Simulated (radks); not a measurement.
Problem. These are the eigenvalues of the occupied orbitals of an atom or ion with whole-number occupations (hartree). All-electron calculation, Dirac Kohn-Sham, BLYP, spin-unpolarised, spherical densities, point nucleus. Program: a radial shooting solver on a logarithmic mesh with Libxc functionals.

orbital  eigenvalue
1s1/2     -225.7289
2s1/2     -33.76539
2p1/2     -30.13217
2p3/2     -29.80919
3s1/2     -10.45268
3p1/2      -9.36621
3p3/2      -9.30840

Which element is it, and in what charge state? The configuration may be excited. Open shells, if any, are shared by 2j + 1.

Solution. Z = 24, chromium, charge +10: Cr10+ in [Ne] 3s2 3p2. The list shows which subshells hold electrons but not how many an open one holds; the 1s level, -225.73 hartree, gives Z - s = 21.2 by -(Z - s)^2/2, which with screening and relativity narrows Z to a few neighbours, and the depths of the outer levels then fix element, charge and occupations together.
